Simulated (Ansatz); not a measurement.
## Nudged elastic band run: CH8OSSi2

The input (input.yaml):

```yaml
crystal:
  periodic: [false, false, false]
  atoms:
    - { symbol: C, position_ang: [-0.677408, 1.082245, 1.970058] }
    - { symbol: O, position_ang: [-0.576092, 0.112285, 0.96591] }
    - { symbol: Si, position_ang: [-0.017513, 0.358437, -0.567304] }
    - { symbol: Si, position_ang: [-0.086249, -1.719433, -1.623971] }
    - { symbol: S, position_ang: [1.983533, 1.147536, -0.582835] }
    - { symbol: H, position_ang: [-1.398745, 1.863214, 1.701108] }
    - { symbol: H, position_ang: [0.289612, 1.559636, 2.163846] }
    - { symbol: H, position_ang: [-1.019404, 0.600618, 2.88836] }
    - { symbol: H, position_ang: [-0.79264, 1.422359, -1.249852] }
    - { symbol: H, position_ang: [0.28336, -1.558198, -3.050403] }
    - { symbol: H, position_ang: [0.900045, -2.615108, -0.971879] }
    - { symbol: H, position_ang: [-1.433604, -2.330622, -1.537341] }
    - { symbol: H, position_ang: [2.565304, 0.04233, -0.090895] }
basis:
  gaussian: { orbitals: def2-SVP }
hamiltonian:
  xc: { name: BHLYP }
  dispersion: d4
neb:
  order_check: false
  images: 2
  f_tol: 0.05
  max_iterations: 60
  climbing: true
  final_atoms:
    - { symbol: C, position_ang: [-0.78799908, 1.51710313, 2.28977805] }
    - { symbol: O, position_ang: [-0.62102152, 0.22442579, 1.1178942] }
    - { symbol: Si, position_ang: [0.02121791, 0.38173744, -0.44777396] }
    - { symbol: Si, position_ang: [-0.1124767, -1.70121873, -1.51301127] }
    - { symbol: S, position_ang: [2.04026652, 1.06663743, -0.44295567] }
    - { symbol: H, position_ang: [-1.62981238, 2.008038, 1.77579155] }
    - { symbol: H, position_ang: [0.10210175, 2.08297925, 1.96573513] }
    - { symbol: H, position_ang: [-0.44520651, -0.52183938, 1.68648777] }
    - { symbol: H, position_ang: [-0.77583562, 1.46486098, -1.03922878] }
    - { symbol: H, position_ang: [0.31549123, -1.55790075, -2.92226485] }
    - { symbol: H, position_ang: [0.81152503, -2.62316621, -0.80735306] }
    - { symbol: H, position_ang: [-1.48856912, -2.24332531, -1.44836579] }
    - { symbol: H, position_ang: [2.59051748, -0.13303263, -0.19993132] }
  initial_path:
    images:
      - { positions_ang: [[-0.677408, 1.082245, 1.970058], [-0.576092, 0.112285, 0.96591], [-0.017513, 0.358437, -0.567304], [-0.086249, -1.719433, -1.623971], [1.983533, 1.147536, -0.582835], [-1.398745, 1.863214, 1.701108], [0.289612, 1.559636, 2.163846], [-1.019404, 0.600618, 2.88836], [-0.79264, 1.422359, -1.249852], [0.28336, -1.558198, -3.050403], [0.900045, -2.615108, -0.971879], [-1.433604, -2.330622, -1.537341], [2.565304, 0.04233, -0.090895]] }
      - { positions_ang: [[-0.67871925, 1.18391993, 1.93696478], [-0.40781064, 0.12761738, 1.09992544], [0.01527581, 0.33685391, -0.49424599], [-0.08271882, -1.68429768, -1.60372935], [2.05235946, 1.07462065, -0.55531219], [-1.56106949, 1.77581327, 1.55973728], [0.15925309, 1.87710477, 2.02273544], [-0.75405557, 0.24014576, 2.56228157], [-0.80925302, 1.3953066, -1.07548114], [0.21181122, -1.51746031, -3.02265869], [0.8009446, -2.67767818, -0.99973102], [-1.49838041, -2.23275804, -1.50285168], [2.57256202, 0.06611092, 0.08716755]] }
      - { positions_ang: [[-0.71558295, 1.32887264, 2.04353813], [-0.42278715, 0.16499765, 1.15058683], [0.02818611, 0.34462072, -0.45440265], [-0.09146139, -1.67822625, -1.56674278], [2.07127064, 1.04765446, -0.50868574], [-1.63809195, 1.82408793, 1.5846318], [0.09674968, 2.05155252, 1.95669848], [-0.56265641, -0.1340067, 2.16165749], [-0.80365156, 1.40947393, -1.0052734], [0.22252163, -1.51736122, -2.97994597], [0.77143794, -2.68036425, -0.94488904], [-1.51670212, -2.20365914, -1.47319327], [2.58096652, 0.00765671, 0.05082211]] }
      - { positions_ang: [[-0.78799908, 1.51710313, 2.28977805], [-0.62102152, 0.22442579, 1.1178942], [0.02121791, 0.38173744, -0.44777396], [-0.1124767, -1.70121873, -1.51301127], [2.04026652, 1.06663743, -0.44295567], [-1.62981238, 2.008038, 1.77579155], [0.10210175, 2.08297925, 1.96573513], [-0.44520651, -0.52183938, 1.68648777], [-0.77583562, 1.46486098, -1.03922878], [0.31549123, -1.55790075, -2.92226485], [0.81152503, -2.62316621, -0.80735306], [-1.48856912, -2.24332531, -1.44836579], [2.59051748, -0.13303263, -0.19993132]] }
```

Launched with:

```bash
$ ansatz run input.yaml --threads 2 --pin off --max-ram 3072MiB --backend cpu --events-out ev --progress --plain --runs-dir out
```

Output, in part (warnings, iteration lines, the closing report on the highest movable image, with atoms numbered from 0):

```
NEB end point (image 0): max|allowed force component| = 1.437e-2 eV/Å (the criterion of neb.relax_end_points is 1.000e-2)
NEB end point (image 3): max|allowed force component| = 1.610e-2 eV/Å (the criterion of neb.relax_end_points is 1.000e-2)
NEB iter   1: max|band force component| = 5.418e0 eV/Å  barrier→ = 4.7816 eV  barrier← = 0.7370 eV  Δτ_max = 0.1997 Å  (107 SCF iters)
NEB iter   2: max|band force component| = 1.766e0 eV/Å  barrier→ = 4.4781 eV  barrier← = 0.4335 eV  Δτ_max = 0.1624 Å  (59 SCF iters)
NEB iter   3: max|band force component| = 1.711e0 eV/Å  barrier→ = 4.3094 eV  barrier← = 0.2648 eV  Δτ_max = 0.1768 Å  (61 SCF iters)
NEB iter   4: max|band force component| = 1.686e0 eV/Å  barrier→ = 4.0988 eV  barrier← = 0.0542 eV  Δτ_max = 0.0512 Å  (61 SCF iters)
NEB iter   5: max|band force component| = 7.103e-1 eV/Å  barrier→ = 4.0446 eV  barrier← = 0.0000 eV  Δτ_max = 0.0353 Å  (64 SCF iters)
NEB iter   6: max|band force component| = 5.728e-1 eV/Å  barrier→ = 4.0446 eV  barrier← = 0.0000 eV  Δτ_max = 0.0201 Å  (63 SCF iters)
NEB iter   7: max|band force component| = 2.615e0 eV/Å  barrier→ = 3.8967 eV  barrier← = -0.1479 eV  CI = image 2  Δτ_max = 0.2000 Å  (62 SCF iters)
NEB iter   8: max|band force component| = 1.270e0 eV/Å  barrier→ = 4.2754 eV  barrier← = 0.2308 eV  CI = image 2  Δτ_max = 0.1980 Å  (61 SCF iters)
NEB iter   9: max|band force component| = 1.172e0 eV/Å  barrier→ = 4.2458 eV  barrier← = 0.2012 eV  CI = image 2  Δτ_max = 0.0951 Å  (60 SCF iters)
NEB iter  10: max|band force component| = 2.101e-1 eV/Å  barrier→ = 4.2076 eV  barrier← = 0.1630 eV  CI = image 2  Δτ_max = 0.0991 Å  (62 SCF iters)
NEB iter  11: max|band force component| = 1.295e-1 eV/Å  barrier→ = 4.1985 eV  barrier← = 0.1539 eV  CI = image 2  Δτ_max = 0.0613 Å  (63 SCF iters)
NEB iter  12: max|band force component| = 2.359e-1 eV/Å  barrier→ = 4.1928 eV  barrier← = 0.1482 eV  CI = image 2  Δτ_max = 0.0308 Å  (64 SCF iters)
NEB iter  13: max|band force component| = 2.398e-1 eV/Å  barrier→ = 4.1911 eV  barrier← = 0.1465 eV  CI = image 2  Δτ_max = 0.0154 Å  (65 SCF iters)
NEB iter  14: max|band force component| = 9.397e-2 eV/Å  barrier→ = 4.1900 eV  barrier← = 0.1454 eV  CI = image 2  Δτ_max = 0.0179 Å  (59 SCF iters)
NEB iter  15: max|band force component| = 3.598e-2 eV/Å  barrier→ = 4.1892 eV  barrier← = 0.1446 eV  CI = image 2  Δτ_max = 0.0150 Å  (61 SCF iters)
NEB iter  16: max|band force component| = 5.414e-2 eV/Å  barrier→ = 4.1890 eV  barrier← = 0.1444 eV  CI = image 2  Δτ_max = 0.0187 Å  (28 SCF iters)
NEB iter  17: max|band force component| = 5.667e-2 eV/Å  barrier→ = 4.1889 eV  barrier← = 0.1443 eV  CI = image 2  Δτ_max = 0.0093 Å  (60 SCF iters)
NEB iter  18: max|band force component| = 2.329e-2 eV/Å  barrier→ = 4.1887 eV  barrier← = 0.1441 eV  CI = image 2  Δτ_max = 0.0000 Å  (107 SCF iters)
Total energy: -29790.14299772 eV, -1094.7675626820 hartree
Atom 0 at    -0.562141     1.436780     2.360974 Å, force    -0.004229     0.010305     0.005766 eV/Å
Atom 1 at    -0.813975     0.215070     0.895349 Å, force     0.013389     0.009632     0.025709 eV/Å
Atom 2 at    -0.033713     0.342211    -0.579169 Å, force     0.002961    -0.008581    -0.020873 eV/Å
Atom 3 at    -0.093700    -1.755067    -1.612192 Å, force     0.000190     0.000652    -0.001789 eV/Å
Atom 4 at     1.991700     1.019569    -0.404836 Å, force     0.003892     0.009875     0.000454 eV/Å
Atom 5 at    -1.606129     1.761822     2.418692 Å, force     0.002893    -0.004107     0.004227 eV/Å
Atom 6 at     0.008619     2.213635     1.838377 Å, force     0.004649    -0.008262    -0.004964 eV/Å
Atom 7 at    -0.371393     0.054237     1.808485 Å, force    -0.019021    -0.007577    -0.011288 eV/Å
Atom 8 at    -0.710012     1.415396    -1.333361 Å, force     0.001828    -0.001205     0.001454 eV/Å
Atom 9 at     0.419844    -1.639507    -2.997410 Å, force     0.000913    -0.001647     0.002319 eV/Å
Atom 10 at     0.782529    -2.674974    -0.845941 Å, force    -0.000744     0.002277     0.002838 eV/Å
Atom 11 at    -1.470437    -2.300934    -1.638158 Å, force    -0.000548    -0.001705    -0.001946 eV/Å
Atom 12 at     2.479008    -0.122939     0.103992 Å, force    -0.006172     0.000343    -0.001907 eV/Å
Dipole moment:    -0.010246    -0.111534    -0.221456 e Å
```

It converged. The band force fell under the threshold earlier too, but the program's further tests of the path sent the band on. Neighbouring images differ by up to 4.1 eV, so the band resolves the path poorly. The order of the stationary point at the top wasn't checked. So few images can step over the top or miss a turn of the path. The orbitals stay closed-shell, which can raise the energy where a bond breaks towards radicals; this wasn't checked here.

Final band (atoms are numbered from 1 in the order of the input):

```
image  path coordinate (Å)  energy (eV)  C1–H8 (Å)  O2–H8 (Å)
    0                 0.00         0.00       1.09       2.03
    1                 1.29         0.04       1.09       2.02
    2                 2.58         4.19       1.50       1.03
    3                 3.73         4.04       2.15       0.95
```

The run took 110 s on 2 threads of Intel(R) Xeon(R) Platinum 8488C (Sapphire Rapids) (shared host), peak memory 0.32 GiB.
